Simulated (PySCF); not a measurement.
FOS, doublet, geometry from GFN2-xTB. Base run: M062X/cc-pVDZ (PySCF).

Input for PySCF:
```python
from pyscf import gto, scf, dft

mol = gto.Mole()
mol.atom = '''
    O    -1.195029   -0.511793    0.028757
    S    -0.140285    0.464799    0.000719
    F     1.311644   -0.371382   -0.026840
'''
mol.basis = 'cc-pvdz'
mol.charge = 0
mol.spin = 1
mol.verbose = 4
mol.symmetry = True
mol.build()

mf = dft.UKS(mol)
mf.xc = 'm062x'
mf.kernel()
mf.analyze()
```

The base run was repeated with changes; each row names its change, and settings that it needs were set with it.

```json
[
 {"change": "base", "ΔE vs base (mEh)": "0.000", "point group used": "Cs", "SCF cycles": "12"},
 {"change": "symmetry = off", "ΔE vs base (mEh)": "0.000", "point group used": "C1", "SCF cycles": "12"},
 {"change": "irrep_nelec = A':(14, 13) A\":(3, 3)", "ΔE vs base (mEh)": "135.6", "point group used": "Cs", "SCF cycles": "14"},
 {"change": "irrep_nelec = A':(12, 13) A\":(5, 3)", "ΔE vs base (mEh)": "713.0", "point group used": "Cs", "SCF cycles": "15"}
]
```

Open shells are given as the SCF converged; they aren't shown to be the lowest states, and a large step between rows can be another state.
